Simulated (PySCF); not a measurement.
# As (arsenic, neutral) across methods

[Ar] 3d10 4s2 4p3, high-spin 4S determinant. All numbers are calculated (PySCF 2.14, scalar relativity through the core potential, in aug-cc-pVTZ-PP with ECP10MDF).

```json
{"method": "M06", "E (hartree)": "-332.4989", "mean ε 4s α (eV)": "-16.855", "mean ε 4s β (eV)": "-14.414", "mean ε 4p α (eV)": "-6.771", "Σ⟨r²⟩ (bohr²)": "39.68", "⟨S²⟩": "3.750"}
{"method": "HSE06", "E (hartree)": "-332.3782", "mean ε 4s α (eV)": "-16.779", "mean ε 4s β (eV)": "-13.621", "mean ε 4p α (eV)": "-6.656", "Σ⟨r²⟩ (bohr²)": "40.13", "⟨S²⟩": "3.751"}
{"method": "BLYP", "E (hartree)": "-332.3804", "mean ε 4s α (eV)": "-14.936", "mean ε 4s β (eV)": "-13.085", "mean ε 4p α (eV)": "-5.579", "Σ⟨r²⟩ (bohr²)": "40.57", "⟨S²⟩": "3.750"}
{"method": "LDA", "E (hartree)": "-331.9049", "mean ε 4s α (eV)": "-15.347", "mean ε 4s β (eV)": "-13.328", "mean ε 4p α (eV)": "-5.938", "Σ⟨r²⟩ (bohr²)": "40.34", "⟨S²⟩": "3.750"}
{"method": "PBE", "E (hartree)": "-332.4146", "mean ε 4s α (eV)": "-15.175", "mean ε 4s β (eV)": "-12.875", "mean ε 4p α (eV)": "-5.899", "Σ⟨r²⟩ (bohr²)": "40.40", "⟨S²⟩": "3.751"}
{"method": "B3LYP", "E (hartree)": "-332.4700", "mean ε 4s α (eV)": "-16.748", "mean ε 4s β (eV)": "-14.032", "mean ε 4p α (eV)": "-6.680", "Σ⟨r²⟩ (bohr²)": "40.26", "⟨S²⟩": "3.750"}
{"method": "UHF", "E (hartree)": "-331.21018", "mean ε 4s α (eV)": "-22.652", "mean ε 4s β (eV)": "-15.614", "mean ε 4p α (eV)": "-10.043", "Σ⟨r²⟩ (bohr²)": "40.24", "⟨S²⟩": "3.751"}
{"method": "r2SCAN", "E (hartree)": "-332.3016", "mean ε 4s α (eV)": "-16.027", "mean ε 4s β (eV)": "-12.926", "mean ε 4p α (eV)": "-6.297", "Σ⟨r²⟩ (bohr²)": "39.80", "⟨S²⟩": "3.751"}
```

(1) Estimate the same row for PBE0.

Energies and moments cover only the electrons outside the core potential.

Answers

(1) E (hartree) = -332.3848; mean ε 4s α (eV) = -17.228; mean ε 4s β (eV) = -13.874; mean ε 4p α (eV) = -7.078; Σ⟨r²⟩ (bohr²) = 40.07; ⟨S²⟩ = 3.751.
